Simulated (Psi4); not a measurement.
C₂H₅S, charge -1, singlet, geometry from GFN2-xTB (a gas-phase anion, which may not be bound at this level); Psi4 with R2SCAN/6-311G**.

Psi4 was given this input:
```
memory 2 GB

molecule mol {
-1 1
  C     0.000708    1.571299   -0.363228
  S    -0.000991    0.130738    0.536576
  C     0.000784   -1.561197   -0.442108
  H     0.907034    1.716463   -0.964811
  H    -0.903377    1.716504   -0.968163
  H    -0.000609   -2.352947    0.300181
  H    -0.891040   -1.616197   -1.061855
  H     0.894894   -1.616237   -1.058548
}

set basis 6-311g**
set reference rks
set scf_type pk
set puream true
set d_convergence 1e-8
set dft_radial_points 99
set dft_spherical_points 590

energy('r2scan')
print_variables()
```

### Question
What does Psi4 print? Leave out banner, timings and long lists.

### Answer

```
   => Loading Basis Set <=

    Name: 6-311G**
    Role: ORBITAL
    Keyword: BASIS

         ---------------------------------------------------------
                                   SCF
               by Justin Turney, Rob Parrish, Andy Simmonett
                          and Daniel G. A. Smith
                              RKS Reference
         ---------------------------------------------------------

  ==> Geometry <==

    Molecular point group: c1
    Full point group: C1

    Geometry (in Angstrom), charge = -1, multiplicity = 1:

       Center              X                  Y                   Z               Mass
    ------------   -----------------  -----------------  -----------------  -----------------
         C            0.000819853472     1.536355709910    -0.424017648549    12.000000000000
         S           -0.000879146528     0.095794709910     0.475786351451    31.972071174400
         C            0.000895853472    -1.596140290090    -0.502897648549    12.000000000000
         H            0.907145853472     1.681519709910    -1.025600648549     1.007825032230
         H           -0.903265146528     1.681560709910    -1.028952648549     1.007825032230
         H           -0.000497146528    -2.387890290090     0.239391351451     1.007825032230
         H           -0.890928146528    -1.651140290090    -1.122644648549     1.007825032230
         H            0.895005853472    -1.651180290090    -1.119337648549     1.007825032230

  Running in c1 symmetry.

  Rotational constants: A =      0.83206  B =      0.21195  C =      0.18072 [cm^-1]
  Rotational constants: A =  24944.67150  B =   6354.01310  C =   5417.91739 [MHz]
  Nuclear repulsion =  100.320425874793401

  Charge       = -1
  Multiplicity = 1
  Electrons    = 34
  Nalpha       = 17
  Nbeta        = 17

  ==> Algorithm <==

  SCF Algorithm Type is PK.
  DIIS enabled.
  MOM disabled.
  Fractional occupation disabled.
  Guess Type is SAD.
  Energy threshold   = 1.00e-06
  Density threshold  = 1.00e-08
  Integral threshold = 1.00e-12

  ==> Primary Basis <==

  Basis Set: 6-311G**
    Blend: 6-311G**
    Number of shells: 48
    Number of basis functions: 92
    Number of Cartesian functions: 95
    Spherical Harmonics?: true
    Max angular momentum: 2

  ==> DFT Potential <==

   => LibXC <=

    Version 7.1.2
    S. Lehtola, C. Steigemann, M. J. T. Oliveira, and M. A. L. Marques,  SoftwareX 7, 1–5 (2018) (10.1016/j.softx.2017.11.002)

[...]
   @RKS iter   8:  -477.30946341588907   -8.58533e-06   1.17718e-05 DIIS
   @RKS iter   9:  -477.30946420137349   -7.85484e-07   1.14313e-06 DIIS
   @RKS iter  10:  -477.30946420763360   -6.26011e-09   2.80618e-07 DIIS
   @RKS iter  11:  -477.30946420807800   -4.44402e-10   3.47417e-08 DIIS
   @RKS iter  12:  -477.30946420808442   -6.42331e-12   1.01046e-08 DIIS
   @RKS iter  13:  -477.30946420808476   -3.41061e-13   2.08342e-09 DIIS
  Energy and wave function converged.

  ==> Post-Iterations <==

   Electrons on quadrature grid:
      Ntotal   =   33.9999998322 ; deviation = -1.678e-07

    Orbital Energies [Eh]
    ---------------------

    Doubly Occupied:

[...]
    Virtual:

[...]
    Final Occupation by Irrep:
              A
    DOCC [    17 ]
    NA   [    17 ]
    NB   [    17 ]

  @RKS Final Energy:  -477.30946420808476

   => Energetics <=

    Nuclear Repulsion Energy =            100.3204258747934006
    One-Electron Energy =                -862.1504791129613068
    Two-Electron Energy =                 323.0494030666411618
    DFT Exchange-Correlation Energy =     -38.5288140365579963
    Empirical Dispersion Energy =           0.0000000000000000
    VV10 Nonlocal Energy =                  0.0000000000000000
    Total Energy =                       -477.3094642080847620

Computation Completed

Properties will be evaluated at   0.000000,   0.000000,   0.000000 [a0]

Properties computed using the SCF density matrix

 Multipole Moments:

 ------------------------------------------------------------------------------------
     Multipole            Electronic (a.u.)      Nuclear  (a.u.)        Total (a.u.)
 ------------------------------------------------------------------------------------

 L = 1.  Multiply by 2.5417464519 to convert [e a0] to [Debye]
 Dipole X            :         -0.0062197            0.0069715            0.0007518
 Dipole Y            :          0.9396497           -2.1790859           -1.2394362
 Dipole Z            :          3.3697280           -3.7908934           -0.4211654
 Magnitude           :                                                    1.3090389

 ------------------------------------------------------------------------------------

  Variable Map:
  ----------------------------------------------------------------------------
[...]
  Array Variable Map:
  ----------------------------------------------------------------------------
[...]
[...]
```
